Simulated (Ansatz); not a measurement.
(BeTe)2 ring (Be₂Te₂): single points at one geometry.

```yaml
crystal:
  periodic: [false, false, false]
  atoms:
    - {symbol: Be, position_ang: [-0.031272, -0.966733, 0.384854]}
    - {symbol: Te, position_ang: [-1.480607, 0.544227, 1.246732]}
    - {symbol: Be, position_ang: [0.031275, 0.966737, -0.384862]}
    - {symbol: Te, position_ang: [1.480613, -0.544221, -1.246734]}
basis:
  gaussian: {orbitals: def2-TZVP, initial_orbitals: start.molden}
hamiltonian: {xc: {name: B2PLYP}}
scf: {omitted_lower_state_checks: [starts]}
```

The file start.molden holds the orbitals of an earlier run on this structure, at another level or in another basis.

```sh
$ ansatz run in.yaml --threads 4 --pin off --events-out ev --progress --plain --max-ram 3916MiB
```

It prints (some lines left out):

```
Functional definition: B2PLYP
1274 factors; integrals over basis functions are off by at most 1.7e-4 eV
mean field evaluation 1: about -15372.2614 eV, gradient 6.1e0 eV
mean field evaluation 2: about -15372.3645 eV, gradient 1.3e-1 eV
mean field evaluation 4: about -15372.9015 eV, gradient 1.1e-2 eV
mean field evaluation 8: about -15372.9018 eV, gradient 2.6e-6 eV
mean field -15372.90178382 eV, -564.9437204283 hartree, gradient 1.4e-6 eV, S^2 0.000000; 0 other end points of the search recorded, 0 dependent functions left out
8 core orbitals not correlated: weight in the atoms' cores, before any rotation towards them, 1.000 or more for the frozen orbitals, at most 0.000 for the correlated occupied ones
reference -15372.90191326 eV, -564.9437251850 hartree; 20, 20 occupied and 110, 110 virtual orbitals, 1274 factors
second order -33.26193933 eV of doubles, -0.00000000 eV of singles
Total energy: -15381.88263688 eV, -565.2737606907 hartree
Checks for a lower state left out: starts
```

Hardware: 4 threads of Arm Neoverse V1 on a shared host. Wall time 3.1 s.

First input, but with `hamiltonian: {xc: {name: PBE-QIDH}}` (abridged; 3 s):

```
Functional definition: PBE-QIDH
mean field -15372.25303652 eV, -564.9198794047 hartree, gradient 2.5e-6 eV, S^2 0.000000
8 core orbitals not correlated: weight in the atoms' cores, before any rotation towards them, 1.000 or more for the frozen orbitals, at most 0.000 for the correlated occupied ones
second order -31.36366210 eV of doubles, -0.00000000 eV of singles
Total energy: -15382.70760062 eV, -565.3040775491 hartree
Checks for a lower state left out: starts
```

Geometry: PBE0-D4/def2-TZVP.

In the def2 sets Te takes a core potential; there is no spin–orbit coupling. Correlated methods freeze 8 core orbitals; core or outer-core shells of Te are correlated, in sets that lack core-valence functions.
